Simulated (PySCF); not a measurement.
Some computed properties have been withheld. Give your best values.

C2H5BO2.
Bonds: B1–O2, O2–C3, C3–C4, C4–O5, B1–O5. Hydrogens: H6 on B1; H7, H8 on C3; H9, H10 on C4.

```tsv
property	level	value
point group	PBE0-D3(BJ)/def2-SVP	C2v
rotational constants A, B, C	PBE0-D3(BJ)/def2-SVP	8.496, 7.806, 4.289 GHz
dipole moment	PBE0/def2-SVPD	2.31 D
HOMO energy	PBE0/def2-SVPD	-8.17 eV
LUMO energy	PBE0/def2-SVPD	?
lowest singlet excitation	TDDFT PBE0/def2-SVPD	?
strongest line among the 10 lowest singlet transitions	TDDFT PBE0/def2-SVPD	?
lowest triplet excitation (Tamm–Dancoff)	TDA PBE0/def2-SVPD	6.75 eV
static isotropic polarisability	PBE0/def2-SVPD	42.3 au
vertical ionisation energy	ΔSCF PBE0/def2-SVPD	10.44 eV
electronic spatial extent ⟨r²⟩ about the centre of nuclear charge	PBE0/def2-SVPD	321 bohr²
13C chemical shifts (computed TMS as zero) by class	GIAO B3LYP/pcSseg-2	70.5 (C3/C4) ppm
1H chemical shifts (computed TMS as zero) by class	GIAO B3LYP/pcSseg-2	?
isotropic shieldings of nuclei other than C and H, by class	GIAO B3LYP/pcSseg-2	?
largest of the computed one-bond spin–spin couplings (means over like bonds)	B3LYP/pcJ-1, spin–dipole term left out for some pairs	?
core binding energies	ΔSCF SCAN, pcX-2 on the ionised atom, pcseg-1 elsewhere, spin-free X2C	?
```

Electronic properties: PySCF, gas phase, density fitting. Isolated species at its PBE0-D3(BJ)/def2-SVP geometry, gas phase.

(1) What are the isotropic shieldings of nuclei other than C and H, by class?

(2) The 1H chemical shifts (computed TMS as zero) by class?

(3) The core binding energies?

(4) The largest of the computed one-bond spin–spin couplings (means over like bonds)?

(5) What is the LUMO energy?

(6) The strongest line among the 10 lowest singlet transitions?

(7) What is the lowest singlet excitation?

Answers

(1) 69 (B1), 190 (O2/O5) ppm.

(2) 4.22 (H7/H8/H9/H10), 4.03 (H6) ppm.

(3) B1s 197.2 (B1), C1s 292.7 (C3/C4), O1s 538.9 (O2/O5) eV.

(4) 11B–1H +192.0 (B1–H6), 13C–1H +153.5 (C3–H7 and 3 like it), 13C–13C +33.4 (C3–C4), 17O–13C +21.2 (O2–C3 and 1 like it), 17O–11B +2.3 (O2–B1 and 1 like it) Hz.

(5) 0.43 eV.

(6) S10 at 9.34 eV (133 nm, f = 0.043).

(7) 7.30 eV (170 nm, f = 0.000).

The largest Löwdin shares of the HOMO are 0.29 on O2, 0.29 on O5, 0.09 on C4 and 0.09 on C3. Point group C2v permits a dipole; with 2.31 D the species has a pure rotational spectrum. The rotational constants make it an asymmetric top with κ = (2B − A − C)/(A − C) = 0.67, nearer the oblate limit (+1). The polarisability is 6.27 Å³ as a volume (1 au = 0.148185 Å³), or 1.11 au for each of the 38 electrons. The ΔSCF ionisation energy exceeds −ε(HOMO) by 2.27 eV with PBE0. The 10 singlets span 7.30 to 9.34 eV, and their oscillator strengths add up to 0.13.

For the spin–spin coupling job (B3LYP/pcJ-1), time: 11 s; peak memory 0.74 GiB. Hardware: an Arm Neoverse V2 with one thread, shared host with 192 logical CPUs at a one-minute load of 52.
